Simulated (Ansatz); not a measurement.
Molecule: C₂H₂BCl₂, charge 0, multiplicity 2. SMILES: [CH]=CB(Cl)Cl
Geometry: optimised at B3LYP-D3(BJ)/def2-TZVP (Ansatz, an electronic-structure program).

Quantity: atomisation energy, in kcal/mol. Conventions: six Cartesian d functions in 6-31G* and its kin unless marked 5d; LANL2DZ with its own core potentials from Na on; no dispersion term unless named; atomisation electronic, to ground-state atoms; no spin-orbit coupling; non-relativistic; 6-311+G** with 5d, 6d on Na to Ar in Ansatz; open shells spin-unrestricted. First-principles rows: single points at B3LYP-D3(BJ) geometries (Ansatz).

```json
[
 {"level": "PBE/STO-3G", "program": "Ansatz", "atomisation energy (kcal/mol)": "790.1"},
 {"level": "PBE/3-21G", "program": "Ansatz", "atomisation energy (kcal/mol)": "655.0"},
 {"level": "PBE/LANL2DZ", "program": "Ansatz", "atomisation energy (kcal/mol)": "637.1"},
 {"level": "PBE/6-31G*", "program": "Ansatz", "atomisation energy (kcal/mol)": "676.1"},
 {"level": "PBE/def2-SVP", "program": "Ansatz", "atomisation energy (kcal/mol)": "685.7"},
 {"level": "PBE/6-311+G**", "program": "Ansatz", "atomisation energy (kcal/mol)": "671.0"},
 {"level": "PBE/def2-TZVPD", "program": "Ansatz", "atomisation energy (kcal/mol)": "675.7"}
]
```

No value to compare with is used here. The 6 habitual levels span 637.1 (PBE/LANL2DZ) to 790.1 kcal/mol (PBE/STO-3G); PBE/def2-TZVPD gives 675.7.

The sets are all those run for this method; left out are runs that failed, that the program found above a lower state of the same kind, or whose <S^2> lies over 0.5 above the pure value.
